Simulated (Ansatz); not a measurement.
Total energies of Ge(CF3)H3 (CH3F3Ge) from Ansatz at PBE0-D4/def2-TZVP, gas phase (1 Eh = 27.2114 eV = 2625.5 kJ/mol). The reference geometry is relaxed at PBE0-D4/def2-SVP.

```
                 state   geometry  energy (Eh)
      charge 0 singlet  reference  -2415.99468
      charge 1 doublet  reference  -2415.56619
free Ge atom (triplet)          –  -2076.65516
 free C atom (triplet)          –    -37.80537
 free F atom (doublet)          –    -99.67617
 free H atom (doublet)          –     -0.50104
```

Task: Work out the vertical ionisation energy to the doublet.

Result: E(charge 1 doublet) − E(charge 0 singlet) = -2415.56619 − (-2415.99468) = 0.42849 Eh = 11.66 eV. For comparison, −ε of the highest occupied level is 9.35 eV at this level, 2.31 eV less.

Task: What is the binding energy per atom against free atoms?

Result: Atoms: 1 × (-2076.65516) + 1 × (-37.80537) + 3 × (-99.67617) + 3 × (-0.50104) = -2414.99216 Eh. Binding: -2414.99216 − (-2415.99468) = 1.00252 Eh = 27.28 eV, or 3.41 eV for each of 8 atoms (no zero-point energy, no counterpoise term).
